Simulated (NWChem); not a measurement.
**Correlation energy of ClSi (+1)**

```
Si
Cl 1 1.9939
```
Charge +1, spin multiplicity 1.

The numbers come from NWChem runs, not from measurements. Structure: optimised with PBE/def2-SVP, a minimum by its harmonic frequencies.

Basis set: def2-QZVP. Each correlation energy counts from its own Hartree-Fock reference.

The correlated methods keep 10 core orbitals frozen. The structure started from a generated list of species. No row is a measurement; the coupled-cluster row has its own basis-set and correlation limits.

Task: One of these methods gave a correlation energy of -283.9 mHa. Which?
A) MP2
B) SCS-MP2
C) CCSD
D) CR-CCSD(T)

Result: B, SCS-MP2. The others give -305.9 (CCSD), -281.8 (MP2), -318.7 (CR-CCSD(T)).
